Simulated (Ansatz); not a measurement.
The same path of BrCl₂HOSi (6 atoms, charge 0, multiplicity 1) was run twice with different band settings.

The calculation used RKS PBE-D4/def2-SVP (Ansatz 0.2.0).

Relaxed end points:

```xyz
6
Properties=species:S:1:pos:R:3
Si -0.127 0.198 0.196
Br -1.205 1.161 -1.494
O 0.352 -1.338 -0.191
H 0.864 -1.426 -1.017
Cl 1.481 1.393 0.689
Cl -1.365 0.013 1.817
```

```xyz
6
Properties=species:S:1:pos:R:3
Si -0.007 0.264 0.156
Br -1.161 1.178 -1.511
O 0.799 -1.091 -0.345
H 0.263 -1.756 -0.815
Cl 1.427 1.563 0.826
Cl -1.322 -0.158 1.689
```

Common settings: movable images 5; climbing image yes; spring 5.0 eV/Å²; optimiser quadratic models (default); force threshold 0.05 eV/Å; iteration limit 60; end points relaxed.

| run | start path |
| --- | --- |
| 1 | through a guess of the saddle point |
| 2 | straight line |

(1) What does each run give, and how far can it be trusted?

Answers

(1) Run 1: converged after 10 iterations, highest image 0.011 eV above the first end. A vibrational analysis at the climbing image gives one clearly imaginary mode, 133i cm⁻¹: a first-order saddle point.
Run 2: converged after 10 iterations, highest image 0.011 eV above the first end. Another band between the same ends (5 images) ends at a top of the same energy, where a vibrational analysis finds 1 clearly imaginary mode.
